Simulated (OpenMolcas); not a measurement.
How basis sets differ on C2H2BCl (SMILES ClB1C=C1)

The species is C2H2BCl (6 atoms), meant as a singlet with charge 0. SMILES: `ClB1C=C1`. Geometry: relaxed at GFN2-xTB.

Each level gives the dipole moment (D). The values are calculated.

```csv
level,kind,program,value (D),CPU time
HF/STO-3G,Hartree–Fock,OpenMolcas,2.66,2 s
HF/3-21G,Hartree–Fock,OpenMolcas,2.83,2.2 s
HF/def2-SVP,Hartree–Fock,OpenMolcas,1.85,4.4 s
HF/def2-TZVP,Hartree–Fock,OpenMolcas,1.94,39 s
```

The values span 1.85 to 2.83 D. Sets without polarisation functions give poor dipoles. Times are those of the runs behind each value, whatever else they computed, on shared processors of several kinds: orders of magnitude only.
